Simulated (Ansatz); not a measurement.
Consider the redistribution: `O[SiH2][NH][GeH3]` + `O[AsH][SiH3]` → `O[SiH](O)[NH][GeH3]` + `[SiH3][AsH2]`.

Computed with Ansatz on PBE0-D4/def2-TZVP structures; ΔE is electronic, products minus reactants. CCSD(T)/CBS is the MP2 limit (def2-TZVPP, def2-QZVPP) plus CCSD(T) − MP2 in def2-TZVPP, frozen cores. DFT in def2-TZVPP. For As, Ge outer-core shells are correlated without core-valence functions, which leaves a few kJ/mol of doubt a bond. Scalar relativity is left out up to krypton. Each species was taken in one conformer, which may not be the lowest.

`O[SiH2][NH][GeH3]`:

Z-matrix (Å, degrees):
```
Si
N 1 1.711
O 1 1.648 2 114.9
H 1 1.480 2 110.5 3 -115.5
H 1 1.489 2 105.9 3 122.6
Ge 2 1.841 1 127.0 3 68.0
H 2 1.008 1 117.3 3 -106.7
H 3 0.958 1 117.5 2 60.5
H 6 1.539 2 109.2 1 134.3
H 6 1.534 2 106.2 1 14.3
H 6 1.541 2 111.1 1 -105.5
```

`O[AsH][SiH3]`:

Cartesian coordinates in Å:
```
O 1.483 -0.004 -1.252
As 0.462 -1.187 -0.332
Si -0.722 0.475 0.879
H 2.349 -0.401 -1.376
H -0.662 -1.295 -1.365
H -1.920 -0.172 1.482
H -1.142 1.594 -0.001
H 0.151 0.991 1.964
```

`O[SiH](O)[NH][GeH3]`:

Z-matrix (Å, degrees):
```
Si
O 1 1.646
N 1 1.700 2 114.0
O 1 1.638 2 103.5 3 -119.3
H 1 1.484 2 110.5 3 120.2
H 2 0.958 1 117.2 3 -54.5
Ge 3 1.845 1 126.4 2 -70.6
H 3 1.008 1 116.5 2 125.5
H 4 0.959 1 116.0 2 -22.4
H 7 1.539 3 111.1 1 -97.6
H 7 1.532 3 106.9 1 23.1
H 7 1.540 3 108.4 1 142.5
```

`[SiH3][AsH2]`:

```xyz
7

Si    0.132   -0.838    0.149
As    0.167    1.509    0.436
H    -0.549   -1.440    1.324
H     1.537   -1.322    0.108
H    -0.566   -1.270   -1.090
H    -1.310    1.628    0.084
H     0.589    1.734   -1.010
```

```csv
level,ΔE (kJ/mol)
ωB97M-V,-161.6
CCSD/def2-TZVPP,-164.9
CCSD(T)/def2-TZVPP,-162.7
HF/CBS(def2),-166.7
```

(1) What does CCSD(T)/CBS give? (An estimate is asked.)

Largest T1 diagnostic among the species: 0.012.

Answers

(1) Computed: -164.2 kJ/mol. The listed levels differ from it by 2.6, -0.7, 1.5, -2.5 kJ/mol.

From PBE to PBE0 (25 % exact exchange), in def2-TZVPP and without D4, ΔE moves by −11.0 kJ/mol.

CCSD(T)/CBS has its own doubt, a few kJ/mol and more with outer-core shells, so smaller differences from it don't rank the levels.
